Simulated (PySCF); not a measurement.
C2Si, SMILES [C]1[C][Si]1 (connectivity only; charge and spin as stated), neutral, multiplicity 1. Geometry: PBE-D3(BJ)/def2-TZVP.

Level of theory: PBE-D3(BJ)/def2-TZVP (PySCF).

Harmonic wavenumbers (cm⁻¹): 246, 783, 1770. Rotational constants (GHz): 51.86, 12.92, 10.34; symmetry number 2.

**Question.** Work out the zero-point energy and the ideal-gas rigid-rotor harmonic-oscillator thermochemistry at 298.15 K and 1 atm.

**Answer.** ZPE = ½ Σ hcν = ½ × 2799 cm⁻¹ = 16.74 kJ/mol. H − E(el) = 28.17 kJ/mol. Entropy in J/(mol K): translation 158.05, rotation 83.63, vibration 8.30, total 249.98. G − E(el) = -46.36 kJ/mol. Cp = 43.62 J/(mol K).
